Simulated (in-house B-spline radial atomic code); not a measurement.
A run on an ion of nuclear charge 66 with 66.1 electrons that did not converge. Method: scalar-relativistic (X2C) TPSSh, spin-polarised, spherical fractional occupations, Fermi nucleus of rms radius 5.2218 fm; computed with a B-spline radial code for spherical atoms.

Command:
```bash
python run_scf.py task.json out
```
Settings (nuclear radius in fm, mass in u):
```
Z                66
configuration    [Xe] 4f10.1 6s2
hamiltonian      x2c
method           tpssh
spin_polarised   True
nucleus          fermi
rms_radius       5.2218
atomic_mass      163.92918
speed_of_light   137.035999084
```

First and last ten iterations of the last attempt (damped for 15 steps, keeping 80 % of the old Fock matrix, then DIIS):
```
 iter        energy (Eh)    residual
    1      -12156.348726    1.12e-01
    2      -12151.769614    1.95e-01
    3      -12155.603362    1.35e-01
    4      -12156.201807    5.11e-02
    5      -12156.326567    2.11e-02
    6      -12156.347251    9.59e-03
    7      -12156.351669    6.32e-03
    8      -12156.353406    4.76e-03
    9      -12156.354294    3.83e-03
   10      -12156.354775    3.10e-03
  111      -12151.802887    1.93e-01
  112      -12151.802273    1.93e-01
  113      -12156.355140    1.84e-03
  114      -12156.355150    1.85e-03
  115      -12156.355146    1.86e-03
  116      -12156.355202    1.67e-03
  117      -12151.822660    1.93e-01
  118      -12151.823113    1.93e-01
  119      -12151.822867    1.93e-01
  120      -12151.822992    1.93e-01
 not converged after 120 iterations
```

The smallest residual met was 8.5e-04; the threshold is about 7e-07. No energy from this run should be used. The likely cause: this method binds the added charge weakly or not at all at the basis-set limit, so charge moves back and forth between the atom and the box. Run time, properties included: 19 s on 1 thread of Arm Neoverse N1 (shared host).
